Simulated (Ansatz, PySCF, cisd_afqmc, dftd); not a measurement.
Species: SiHCl, charge 0, singlet. SiHCl (SMILES [SiH]Cl).
B3LYP-D3(BJ)/def2-TZVP minimum from Ansatz (an electronic-structure program):
```
Si
H 1 1.5263
Cl 1 2.0943 2 94.91
```

Property: enthalpy of formation at 298 K (by atomisation, with ideal-gas terms from PySCF's Hessian at B3LYP-D3(BJ)/def2-TZVP and the atoms' measured values of the G2/97 table; no spin-orbit terms), in kcal/mol. UHF or UKS for unpaired electrons; spin-orbit terms are left out. Cores are frozen in correlated methods. Rows without X2C or -DK are non-relativistic. The Monte Carlo rows (phaseless AFQMC, CISD trial, step 0.005/hartree) carry one-sigma bars that omit the constraint's bias. Outlying blocks are dropped, and bars are widened where a walk drifts. Over all cases where full CI ran beside it in this data, AFQMC minus full CI had a median of +0.1 mEh and passed +0.4 mEh in a tenth of the cases. CBS(X,Y): correlation extrapolated as X^-3, Hartree-Fock from the larger set (Q,5: extrapolated as (X+1)exp(-9√X)). A bracket is a step between two methods taken in the basis named. Functionals run without relativity, which enters their misses. Double hybrids freeze cores in their MP2 part. '+ core + X2C': CCSD(T) terms for core correlation (cc-pwCVTZ, 1s frozen past Ne) and scalar relativity (cc-pVTZ-DK). For partners of very few electrons the exact lower level stands in for a higher one. The restricted determinant of HClSi ([SiH]Cl, singlet) is unstable towards broken spin symmetry in at least one set run.

```json
[
 {"level": "PBE0/def2-TZVPD", "program": "Ansatz", "enthalpy of formation at 298 K (kcal/mol)": "16.2", "difference against the last row": "4.6"},
 {"level": "CAM-B3LYP/def2-TZVPD", "program": "Ansatz", "enthalpy of formation at 298 K (kcal/mol)": "15.9", "difference against the last row": "4.3"},
 {"level": "B2PLYP-D3(BJ)/def2-TZVPD", "program": "Ansatz + dftd3", "enthalpy of formation at 298 K (kcal/mol)": "15.4", "difference against the last row": "3.8"},
 {"level": "MP2/cc-pV(T+d)Z", "program": "Ansatz", "enthalpy of formation at 298 K (kcal/mol)": "17.9", "difference against the last row": "6.3"},
 {"level": "CCSDT(Q)/cc-pV(T+d)Z", "program": "Ansatz", "enthalpy of formation at 298 K (kcal/mol)": "19.3", "difference against the last row": "7.7"},
 {"level": "AFQMC/CISD/cc-pV(D+d)Z", "program": "cisd_afqmc", "enthalpy of formation at 298 K (kcal/mol)": "30.7 ± 0.2", "difference against the last row": "19.1"},
 {"level": "AFQMC/CISD/cc-pV(T+d)Z", "program": "cisd_afqmc", "enthalpy of formation at 298 K (kcal/mol)": "18.6 ± 0.3", "difference against the last row": "7.0"},
 {"level": "CCSD(T)/CBS(cc-pV(Q+d)Z,cc-pV(5+d)Z) + [AFQMC/CISD - CCSD(T)]/cc-pV(D+d)Z + core + X2C", "program": "Ansatz + cisd_afqmc", "enthalpy of formation at 298 K (kcal/mol)": "11.1 ± 0.2", "difference against the last row": "-0.5"},
 {"level": "CCSD(T)/CBS(cc-pV(Q+d)Z,cc-pV(5+d)Z) + [CCSDT(Q) - CCSD(T)]/cc-pV(Q+d)Z + [CCSDTQ - CCSDT(Q)]/cc-pV(D+d)Z + core + X2C", "program": "Ansatz", "enthalpy of formation at 298 K (kcal/mol)": "11.6", "difference against the last row": "0.0"}
]
```
